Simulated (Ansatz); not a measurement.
F3Ti (SMILES [F][Ti]([F])[F]), doublet (typed; the unrestricted solution is spin-contaminated), at a GFN2-xTB geometry (such geometries of metal compounds can be far from the true shape); PBE0/3-21G run with Ansatz (an electronic-structure program).

The Ansatz input:
Ansatz 0.2 input:
```yaml
crystal:
  periodic: [false, false, false]
  atoms:
    - {symbol: Ti, position_ang: [0.00000000, -0.00000000, -0.00000000]}
    - {symbol: F, position_ang: [-1.44890707, -0.87306393, 0.07165357]}
    - {symbol: F, position_ang: [0.02042256, 1.55241999, -0.67548625]}
    - {symbol: F, position_ang: [1.42848452, -0.67935606, 0.60383267]}
basis:
  gaussian:
    orbitals: 3-21G.json
    occupation: {up: {"A1": 13, "A2": 2, "B1": 3, "B2": 7}, down: {"A1": 12, "A2": 1, "B1": 4, "B2": 7}}
hamiltonian:
  xc: pbe0
magnetization: {spin_polarized: true, initial_magnetization: 1}
```
The basis file holds 3-21G in the JSON format of the Basis Set Exchange.

Q: Write the output that Ansatz gives for this input, abridged.

A: 
```
Functional definition: PBE0
the irreps are read with x along [-0.193, 0.394, 0.899], y along [0.480, -0.761, 0.436] and z along [0.856, 0.516, -0.042] of the geometry given
537 factors; integrals over basis functions are off by at most 4.1e-4 eV
mean field evaluation 1: about -31093.1329 eV, gradient 2.1e1 eV
mean field evaluation 2: about -31094.3745 eV, gradient 7.6e-1 eV
mean field evaluation 4: about -31094.4590 eV, gradient 6.6e-2 eV
mean field evaluation 8: about -31094.4592 eV, gradient 2.7e-6 eV
mean field -31094.45920062 eV, -1142.7002990413 hartree, gradient 2.6e-6 eV, S^2 1.759023; 0 other end points of the search recorded, 0 dependent functions left out
reference -31094.45924418 eV, -1142.7003006420 hartree; 25, 24 occupied and 31, 32 virtual orbitals, 537 factors
Total energy: -31094.45924418 eV, -1142.7003006420 hartree
```
